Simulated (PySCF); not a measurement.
## How methods differ on the excitation energy of Ca⁺

Ca⁺ [Ar] 4s1 (2S) → Ca⁺ [Ar] 4p1 (2P), as a difference of total energies. Computed with PySCF 2.14 in x2c-QZVPPall (11s7p4d3f, 73 functions), with the spin-free X2C one-electron Hamiltonian (Gaussian nucleus). Correlated levels: valence and next inner shell: [Ne] frozen. The calculations carry no spin-orbit coupling.

```
                                method  excitation energy (eV)  error (eV)
                                   UHF                   2.934      -0.208
    MP2 (valence and next inner shell)                   3.155      +0.013
SCS-MP2 (valence and next inner shell)                   3.111      -0.031
   CCSD (valence and next inner shell)                   3.136      -0.006
CCSD(T) (valence and next inner shell)                   3.150      +0.008
```

Reference: 3.142 eV (measured; NIST levels, between the centres of gravity of the two terms).

Errors of the correlated levels include the incompleteness of this basis and the frozen core.

The basis was made for the ground configuration and has no added diffuse functions, so the excitation energy can come out too high.
